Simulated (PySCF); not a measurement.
Spin states of AsS

Unrestricted PBE0; PySCF, no relativity, basis sets As def2-SVP, S def2-SVP. Outer shells of the fragments: As 3d10 4s2 4p3; S 3s2 3p4.

Followed along the bond (rough minima from three points):

```json
{"2Ms+1": "2", "unpaired": "π ↑", "⟨S²⟩ at the start": "0.78", "R at minimum (Å)": "2.03", "Te (eV)": "0.00"}
{"2Ms+1": "4", "unpaired": "π ↑↑↑", "⟨S²⟩ at the start": "3.76", "R at minimum (Å)": "none in the scan", "Te (eV)": "≤ 1.75"}
{"2Ms+1": "6", "unpaired": "σ ↑, π ↑↑↑↑", "⟨S²⟩ at the start": "8.75", "R at minimum (Å)": "none in the scan", "Te (eV)": "≤ 5.99"}
```

Solutions found at the starting distance of 2.160 Å, counted from the lowest of them; the search is not exhaustive and high or unbound solutions are not listed, so other states can lie among these:

```
2Ms+1     unpaired   term  E (eV)  ⟨S²⟩  ⟨Lz²⟩  μ (D)
    2          π ↑     ²Π    0.00  0.78   1.00  -1.68
    4        π ↑↑↑     ⁴Π    1.59  3.76   1.00  -0.26
    2        π ↑↑↓  mixed    1.98  1.76   3.02  -0.26
    4    σ ↑, π ↑↑    ⁴Σ⁻    2.73  3.76   0.00  -1.44
    2    σ ↓, π ↑↑  mixed    3.29  1.76   0.00  -1.36
    2    σ ↑, π ↑↓  mixed    3.30  1.76   2.01  -1.24
    2          π ↑  mixed    3.34  0.75   3.01  -0.30
    4    σ ↑, π ↑↑  mixed    5.37  3.76   2.01   0.16
    4    σ ↑, π ↑↑  mixed    5.90  3.75   2.01  -0.21
    2    σ ↓, π ↑↑  mixed    5.90  1.76   2.01   0.19
    4    σ ↑↑, π ↑     ⁴Π    6.25  3.79   1.00  -0.75
    6  σ ↑, π ↑↑↑↑    ⁶Σ⁺    7.26  8.75   0.00   3.25
    6  σ ↑↑, π ↑↑↑     ⁶Π    7.38  8.75   1.01   0.89
```

A term symbol is given only where ⟨S²⟩ and ⟨Lz²⟩ are close to those of a pure state; real π, δ and φ orbitals otherwise mix terms. A positive dipole means As(−)S(+).

Spin–orbit coupling is left out. Counting both spins, an empty level lies below a filled one in some of these solutions, because spin and occupation are held.
